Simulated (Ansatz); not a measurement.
One change: `C[SiH](F)[O][AlH2]` becomes `C[Si](F)(Cl)[O][AlH2]`.

Ansatz, PBE0-D4/def2-TZVP geometries, multiplicity 1. Each molecule was computed in one conformer, which needn't be the lowest.

```tsv
property	`C[SiH](F)[O][AlH2]`
HOMO–LUMO gap (B3LYP/def2-TZVPP) / eV	6.81
LUMO energy (ωB97M-V/def2-TZVPP) / eV	0.35
HOMO energy (ωB97M-V/def2-TZVPP) / eV	-10.69
LUMO energy (PBE/def2-TZVPP) / eV	-2.00
size of the dipole moment (PBE/def2-TZVPP) / D	1.48
LUMO energy (PBE0/def2-TZVPP) / eV	-1.22
```

**Question.** What does the change do to each property? (Estimate.)

**Answer.** The calculation gave: 
```tsv
property	`C[Si](F)(Cl)[O][AlH2]`	shift
HOMO–LUMO gap (B3LYP/def2-TZVPP) / eV	6.82	0.01
LUMO energy (ωB97M-V/def2-TZVPP) / eV	0.24	-0.11
HOMO energy (ωB97M-V/def2-TZVPP) / eV	-10.82	-0.13
LUMO energy (PBE/def2-TZVPP) / eV	-2.12	-0.12
size of the dipole moment (PBE/def2-TZVPP) / D	1.93	0.45
LUMO energy (PBE0/def2-TZVPP) / eV	-1.35	-0.13
```

Dipoles are sizes alone; their direction can turn.

B3LYP here is the variant with VWN-RPA as its local correlation; programs differ in this.
